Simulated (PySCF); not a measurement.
Isomers of H8Si4. Isolated molecules, 0 K electronic values unless said otherwise. One relaxed conformer stands for each flexible species; it need not be the lowest. Strings in code marks are SMILES.

The HOMO–LUMO gap from two functionals at the same geometries (PBE0-D3(BJ)/def2-TZVP), both in PySCF: PBE-D3(BJ)/def2-TZVP and PBE0-D3(BJ)/def2-TZVP. 

```
species                                               PBE-D3(BJ)/def2-TZVP (eV)  PBE0-D3(BJ)/def2-TZVP (eV)
----------------------------------------------------  -------------------------  --------------------------
`[SiH2]=[Si]([SiH3])[SiH3]`                                                2.52                        4.00
`[SiH3][SiH]1[SiH2][SiH2]1`                                                3.91                        5.67
`[SiH3][SiH2][SiH]=[SiH2]` (Si–Si–Si–Si torsion 96°)                       2.42                        3.88
```

Over these rows, drawn at random from the members with no instability flagged (it was tested for open shells, ions and some series alone), PBE minus PBE0-D3(BJ): mean -1.57 eV, from -1.76 eV to -1.46 eV.
